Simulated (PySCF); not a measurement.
C6H10NO (doublet state).
Z-matrix (Å and degrees, GFN2-xTB geometry), rows numbered from 1:
```
C 
C   1  1.3249
C   2  1.4992  1  124.31
C   3  1.5261  2  111.42  1   173.44
C   3  1.5299  2  111.67  1   -62.61
N   3  1.5137  2  107.22  1    55.23
C   6  1.3013  3  126.22  2   177.63
O   7  1.2027  6  136.07  3    -1.35
H   1  1.0783  2  122.26  3     1.67
H   1  1.0760  2  121.66  3  -179.17
H   2  1.0810  1  119.89  3   178.01
H   4  1.0881  3  110.58  2   -56.58
H   4  1.0874  3  110.09  2    63.95
H   4  1.0869  3  109.92  2  -176.44
H   5  1.0873  3  109.97  2   -63.60
H   5  1.0872  3  109.71  2   176.68
H   5  1.0869  3  110.73  2    56.46
H   6  1.0087  3  114.46  2    -4.75
```

The hyperfine couplings belong to this conformer and change with its torsions.

The species is `C=CC(C)(C)N[C]=O` [radical].

Computed with PySCF 2.14.0, UKS B3LYP, pcH-1 on C H N O, non-relativistic, mean-field spin-orbit, GIAO. One conformer (not necessarily the lowest) at the GFN2-xTB geometry, without solvent, vibrations or thermal averaging. Couplings are sensitive to structure, and on GFN2-xTB geometries they can be far from those on DFT ones. No stability test was run, so a lower SCF solution isn't excluded.

(1) Predict the first-order ENDOR lines of C7, C3, C2, C1, C4/C5, N6, H18, H11, H12 (×6) and H10 under fast tumbling at B = 3365.1 mT (W band).

(2) Which pairs are centred on the nuclear Larmor frequency, and which on half the coupling?

Results:

(1) ν± = |νn ± a/2|, one line for each electron-spin manifold; νn = |g_N| × 7.62259 MHz/T × B.

| nuclei | isotope | g_N | νn (MHz) | a_iso (MHz) | lower line (MHz) | upper line (MHz) |
| --- | --- | --- | --- | --- | --- | --- |
| C7 | 13C | 1.4048 | 36.03 | 399.18 | 163.55 | 235.62 |
| C3 | 13C | 1.4048 | 36.03 | 41.30 | 15.38 | 56.69 |
| C2 | 13C | 1.4048 | 36.03 | 4.30 | 33.88 | 38.19 |
| C1 | 13C | 1.4048 | 36.03 | 1.26 | 35.41 | 36.66 |
| C4/C5 | 13C | 1.4048 | 36.03 | -1.24 | 35.41 | 36.66 |
| N6 | 14N | 0.4038 | 10.36 | 61.01 | 20.15 | 40.86 |
| H18 | 1H | 5.5857 | 143.28 | 14.94 | 135.81 | 150.75 |
| H11 | 1H | 5.5857 | 143.28 | 3.74 | 141.41 | 145.15 |
| H12 (×6) | 1H | 5.5857 | 143.28 | 3.00 | 141.78 | 144.78 |
| H10 | 1H | 5.5857 | 143.28 | -1.26 | 142.65 | 143.91 |

The rows for 13C, of low natural abundance, apply to labelled samples.

(2) Centred on νn, since |a| < 2νn: C3, C2, C1, C4/C5, H18, H11, H12 (×6) and H10. Centred on |a|/2 and split by 2νn: C7 and N6.

Couplings of abundant isotopes left out: H9 (-0.9 MHz).

Class means assume fast exchange of nuclei equivalent by connectivity; if that motion is slow, each nucleus keeps its own coupling. The six 1H nuclei of mean +3.0 MHz run from 0.5 to 6.2 MHz in the frozen geometry.

Largest spin populations (Mulliken): C7 (+0.67), O8 (+0.28) and C3 (+0.07).
